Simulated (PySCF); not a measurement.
CH4N (SMILES [CH2]N), doublet, at a GFN2-xTB geometry; CAMB3LYP/3-21G (PySCF).

Input for PySCF:
```python
from pyscf import gto, scf, dft

mol = gto.M(
    atom='''
C     0.11969841    0.72071728   -0.00763830
N    -0.08484190   -0.65766184    0.00683957
H    -0.51938453   -1.00090422    0.85240262
H    -0.52837018   -1.01721263   -0.82720202
H     0.46666690    1.15768540    0.90941225
H     0.45679066    1.13976065   -0.93666007
''',
    basis='3-21g',
    spin=1,
    verbose=4,
)

mf = dft.UKS(mol)
mf.xc = 'camb3lyp'
mf.diis_space = 20
mf.kernel()
```

What the program printed (banner, timings and long lists left out):

```
PySCF version 2.14.0

[INPUT] verbose = 4
[INPUT] num. atoms = 6
[INPUT] num. electrons = 17
[INPUT] charge = 0
[INPUT] spin (= nelec alpha-beta = 2S) = 1
[INPUT] symmetry False subgroup None
[INPUT] Mole.unit = angstrom
[INPUT] Symbol           X                Y                Z      unit          X                Y                Z       unit  Magmom
[INPUT]  1 C      0.119698410000   0.720717280000  -0.007638300000 AA    0.226197212446   1.361958272441  -0.014434295057 Bohr   0.0
[INPUT]  2 N     -0.084841900000  -0.657661840000   0.006839570000 AA   -0.160327954888  -1.242800760178   0.012924914110 Bohr   0.0
[INPUT]  3 H     -0.519384530000  -1.000904220000   0.852402620000 AA   -0.981494515036  -1.891434852721   1.610807499662 Bohr   0.0
[INPUT]  4 H     -0.528370180000  -1.017212630000  -0.827202020000 AA   -0.998474932587  -1.922253281149  -1.563185267487 Bohr   0.0
[INPUT]  5 H      0.466666900000   1.157685400000   0.909412250000 AA    0.881872632400   2.187708344408   1.718540086824 Bohr   0.0
[INPUT]  6 H      0.456790660000   1.139760650000  -0.936660070000 AA    0.863209243659   2.153835476056  -1.770031004116 Bohr   0.0

nuclear repulsion = 37.2572990522892
number of shells = 18
number of NR pGTOs = 42
number of NR cGTOs = 26
basis = 3-21g
ecp = {}

******** <class 'pyscf.dft.uks.UKS'> ********
method = UKS
initial guess = minao
damping factor = 0
level_shift factor = 0
DIIS = <class 'pyscf.scf.diis.CDIIS'>
diis_start_cycle = 1
diis_space = 20
diis_damp = 0
SCF conv_tol = 1e-09
SCF conv_tol_grad = None
SCF max_cycles = 50
direct_scf = True
direct_scf_tol = 1e-13
number electrons alpha = 9  beta = 8
XC library pyscf.dft.libxc version 7.1.2
    S. Lehtola, C. Steigemann, M. J. T. Oliveira, and M. A. L. Marques,  SoftwareX 7, 1–5 (2018)
XC functionals = camb3lyp
    T. Yanai, D. P. Tew, and N. C. Handy,  Chem. Phys. Lett. 393, 51 (2004)
radial grids:
    Treutler-Ahlrichs [JCP 102, 346 (1995); DOI:10.1063/1.469408] (M4) radial grids

becke partition: Becke, JCP 88, 2547 (1988); DOI:10.1063/1.454033
pruning grids: <function nwchem_prune>
grids dens level: 3
symmetrized grids: False
atomic radii adjust function: <function treutler_atomic_radii_adjust>
small_rho_cutoff = 0
Set gradient conv threshold to 3.16228e-05
tot grids = 67256
init E= -94.6349804233156

cycle= 1 E= -94.6034681161798  delta_E= 0.0315  |g|= 0.138  |ddm|=  1.5
cycle= 2 E= -94.6120856335985  delta_E= -0.00862  |g|= 0.0826  |ddm|= 0.202
cycle= 3 E= -94.6150017989378  delta_E= -0.00292  |g|= 0.0195  |ddm|= 0.0754
cycle= 4 E= -94.615181651235  delta_E= -0.00018  |g|= 0.00804  |ddm|= 0.0234
cycle= 5 E= -94.6152226573181  delta_E= -4.1e-05  |g|= 0.00277  |ddm|= 0.00878
cycle= 6 E= -94.61523157943  delta_E= -8.92e-06  |g|= 0.000592  |ddm|= 0.00701
cycle= 7 E= -94.6152321882692  delta_E= -6.09e-07  |g|= 7.22e-05  |ddm|= 0.00226
cycle= 8 E= -94.615232197671  delta_E= -9.4e-09  |g|= 1.81e-05  |ddm|= 0.000234
cycle= 9 E= -94.615232198215  delta_E= -5.44e-10  |g|= 3.87e-06  |ddm|= 5.65e-05
Extra cycle  E= -94.6152321982384  delta_E= -2.34e-11  |g|= 1.83e-06  |ddm|= 9.98e-06
converged SCF energy = -94.6152321982384  <S^2> = 0.75246814  2S+1 = 2.0024666
```
